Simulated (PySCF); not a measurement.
C4H10Se.
Numbering: `[CH3:1][C:2]([CH3:3])([CH3:4])[SeH:5]` (hydrogens: H6, H7, H8 on C1; H9, H10, H11 on C3; H12, H13, H14 on C4; H15 on Se5)

Level: wB97X-D/def2-SVPD in PySCF, non-relativistic, on one gas-phase PBE0-D3(BJ)/def2-SVP geometry that isn't relaxed in the solvent. The solvent is an IEF-PCM continuum (van der Waals radii × 1.2), and excitations are vertical TDDFT with non-equilibrium linear response and a frozen core. The model holds no explicit solvent molecules, cavitation or dispersion. Spin–orbit coupling is left out although an atom past zinc is present.

Gas-phase singlets (H = HOMO, L = LUMO):

```
state  E (eV)  λ (nm)      f  leading configuration
   S1   4.791     259  0.001                H→L 89%
   S2   5.690     218  0.037              H→L+1 90%
   S3   6.907     180  0.030              H→L+2 85%
   S4   7.240     171  0.073              H→L+3 62%
   S5   7.248     171  0.082              H→L+4 94%
```

**Question.** Give the list for dichloromethane (ε = 8.93), n² = 2.03.

**Answer.** 
```tsv
state	E (eV)	λ (nm)	f	leading configuration	change by rank (eV)
S1	4.924	252	0.001	H→L 72%	+0.133
S2	5.787	214	0.068	H→L+1 72%	+0.097
S3	7.005	177	0.046	H→L+2 83%	+0.098
S4	7.242	171	0.158	H→L+3 91%	+0.002
S5	7.307	170	0.153	H→L+5 41%	+0.059
```

**Question.** How does the list change in acetonitrile (ε = 35.69)?

**Answer.** 
```csv
state,E (eV),λ (nm),f,leading configuration,change by rank (eV)
S1,4.954,250,0.001,H→L 69%,+0.163
S2,5.812,213,0.068,H→L+1 70%,+0.122
S3,7.028,176,0.041,H→L+2 83%,+0.121
S4,7.246,171,0.153,H→L+3 92%,+0.006
S5,7.332,169,0.154,H→L+5 44%,+0.084
```

**Question.** The ground-state energy changes by -0.126 eV from gas to acetonitrile. By how much does the total energy of gas-phase S1 change?

**Answer.** E(S1) = E(S0) + excitation energy, so it changes by -0.126 + 0.163 = +0.037 eV: it isn't lowered at all, while the ground state is. This is the vertical state, with the slow part of the continuum still set for S0.

**Question.** How do the frontier levels move from gas to acetonitrile?

**Answer.** 
| orbital | gas (eV) | solvent (eV) | change (eV) |
| --- | --- | --- | --- |
| LUMO+2 | 2.51 | 2.57 | +0.06 |
| LUMO+1 | 1.78 | 1.84 | +0.06 |
| LUMO | 1.62 | 1.62 | 0.00 |
| HOMO | -8.25 | -8.39 | -0.14 |
| HOMO-1 | -10.21 | -10.16 | +0.05 |
| HOMO-2 | -11.57 | -11.37 | +0.20 |
| HOMO-3 | -11.67 | -11.47 | +0.20 |

The HOMO–LUMO gap goes from 9.87 to 10.00 eV.

The values belong to the conformer `[CH3:1][C:2]([CH3:3])([CH3:4])[SeH:5]`: H–Se5–C2–C1 61°.

Note: wB97X-D ran without an empirical dispersion term, which enters the total energy and its gradient alone.
